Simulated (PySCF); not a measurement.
Spectra and structures to be paired. Method used: TDDFT PBE0/def2-SVPD, vertical, gas phase, core orbitals frozen in the response (PySCF). Geometries: PBE0-D3(BJ)/def2-SVP; one conformer of each isolated species. Triplets are in the Tamm–Dancoff approximation. Relativistic effects are left out although some hold elements past zinc.

A. `O=CC(F)(F)F`
B. `[S]([GeH2][NH2])[SiH3]`
C. `C#[C][Zn][CH3]`

Lowest singlet levels (six at most, fewer where fewer were computed) with oscillator strengths:

1. 5.77 eV (f 0.013); 5.93 eV (f 0.007); 6.15 eV (f 0.017); 6.27 eV (f 0.004); 6.58 eV (f 0.043); 6.81 eV (f 0.029); T1 5.35 eV
2. 5.57 eV (f 0.000); 5.73 eV (f 0.000 summed over 2 states); 6.42 eV (f 0.036 summed over 2 states); 7.01 eV (f 0.059 summed over 2 states); 7.02 eV (f 0.208); 7.35 eV (f 0.413); T1 4.63 eV
3. 4.13 eV (f 0.000); 8.27 eV (f 0.024); 8.52 eV (f 0.002); 8.84 eV (f 0.002); 9.08 eV (f 0.000); 9.22 eV (f 0.073); T1 3.42 eV

Question: Which spectrum belongs to which structure?

Answer: 1 = B, 2 = C, 3 = A.
- A: S1 at 4.13 eV, HOMO→LUMO (99%); S1 has the pattern of n→π* at C=O; HOMO -8.87 and LUMO -2.29 eV.
- B: S1 at 5.77 eV, HOMO→LUMO (72%), HOMO→LUMO+1 (25%); Löwdin shares by element: HOMO sulfur 70%, silicon 10%, germanium 8%; LUMO germanium 31%, hydrogen 20% or more, sulfur 16% (atoms not listed hold the other 32%); HOMO -7.21 and LUMO -0.20 eV.
- C: S1 at 5.57 eV, HOMO-1/HOMO→LUMO/LUMO+1 (≥78%); for S1 the Löwdin share of zinc is at most 4% in HOMO and 50% in LUMO (ligand-to-metal charge transfer by this measure); HOMO -7.84 and LUMO -0.55 eV; point group C3v, 3 of its 9 listed states under f = 0.0005.

A slash joins orbitals within 0.01 eV of each other, whose weights are summed (≥ marks a lower bound).
